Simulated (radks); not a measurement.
Q: Excited configurations of Pr3+: one electron is placed in a higher orbital outside [Xe] 4f1. The ground configuration is [Xe] 4f2. Calculated with a radial shooting solver on a logarithmic mesh with Libxc functionals: scalar-relativistic Kohn-Sham, r2SCAN, spin-unpolarised, spherical densities, finite nucleus; meta-GGA in the generalised Kohn-Sham scheme; Fermi nuclear charge, rms radius 4.8919 fm. Excitation = E - E(ground); binding = E(ion) - E, where the ion is the core of charge +4; n* = 4/sqrt(2 binding) in atomic units, and the quantum defect is n - n*.

outer orbital  excitation (eV)  binding (eV)     n*  quantum defect  eigenvalue (eV)  <r> (bohr)
5d                       8.249        30.139  2.688           2.312          -25.281       2.185
6f                      29.572         8.816  4.969           1.031           -7.658       7.692
7s                      24.187        14.201  3.915           3.085          -12.702       5.847
7p                      26.389        11.999  4.259           2.741          -10.753       6.658
7f                      32.212         6.176  5.937           1.063           -5.440       11.73

Estimate the row for 6s.

A: excitation (eV) 12.736; binding (eV) 25.652; n* 2.913; quantum defect 3.087; eigenvalue (eV) -22.917; <r> (bohr) 3.272. The Delta-SCF ionisation energy is 38.388 eV (NIST Atomic Spectra Database: 38.98 eV, semi-empirical). Self-interaction in the functional shifts the binding energies and quantum defects, so they are the method's values and not measured ones. Spin polarisation and multiplet splitting are left out, so open shells lie too high by an amount that depends on their filling. Spin-orbit splitting is averaged out at the scalar-relativistic level.

Beside tabulated values, note that spin-unpolarised runs miss the spin-polarisation part of the exchange energy of open shells.
